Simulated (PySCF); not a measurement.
**[Y(Cl)2(NH2)] (charge 0, multiplicity 1)**

Computed with PBE-D3(BJ)/def2-TZVP // PBE-D3(BJ)/def2-SVP in PySCF.

The HOMO comes out as -6.33 eV. The dipole moment is 2.76 D. The HOMO–LUMO gap comes out as 3.31 eV and the LUMO comes out as -3.02 eV. The charge on the central atom (Mulliken) is 1.19 e. The total energy is -1014.5147 Ha. The cost comes out as roughly 60 core-seconds.

```xyz
6

Y      0.0664    -0.0169     0.0801
Cl     0.2458     2.3022    -0.7512
Cl     1.2042    -2.0349    -0.7772
N     -1.2179    -0.3106     1.7273
H     -1.7738     0.4074     2.2125
H     -1.4149    -1.2006     2.2056
```
Charge 0, spin multiplicity 1.
